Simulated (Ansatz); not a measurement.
One change: `CC[SiH](F)[AlH2]` becomes `O[SiH](F)[AlH2]`.

Ansatz, PBE0-D4/def2-TZVP geometries, multiplicity 1. Each molecule was computed in one conformer, which needn't be the lowest.

```tsv
property	`CC[SiH](F)[AlH2]`
HOMO energy (B3LYP/def2-TZVPP) / eV	-7.10
size of the dipole moment (PBE/def2-TZVPP) / D	1.52
HOMO–LUMO gap (B3LYP/def2-TZVPP) / eV	4.76
HOMO–LUMO gap (ωB97M-V/def2-TZVPP) / eV	8.76
LUMO energy (PBE0/def2-TZVPP) / eV	-2.14
size of the dipole moment (ωB97M-V/def2-TZVPP) / D	1.52
```

Task: Give the same properties after the change, and the shifts. (Best estimate.)

Result: The calculation gave: 
```csv
property,`O[SiH](F)[AlH2]`,shift
HOMO energy (B3LYP/def2-TZVPP) / eV,-7.39,-0.29
size of the dipole moment (PBE/def2-TZVPP) / D,1.27,-0.25
HOMO–LUMO gap (B3LYP/def2-TZVPP) / eV,5.00,0.24
HOMO–LUMO gap (ωB97M-V/def2-TZVPP) / eV,9.05,0.29
LUMO energy (PBE0/def2-TZVPP) / eV,-2.19,-0.05
size of the dipole moment (ωB97M-V/def2-TZVPP) / D,1.30,-0.22
```

With PBE0 the HOMO falls by 0.29 eV and the LUMO falls by 0.05 eV, so the gap widens by about 0.24 eV. PBE moves the HOMO by -0.25 eV and ωB97M-V by -0.31 eV. Dipoles are sizes alone; their direction can turn.

B3LYP here is the variant with VWN-RPA as its local correlation; programs differ in this.
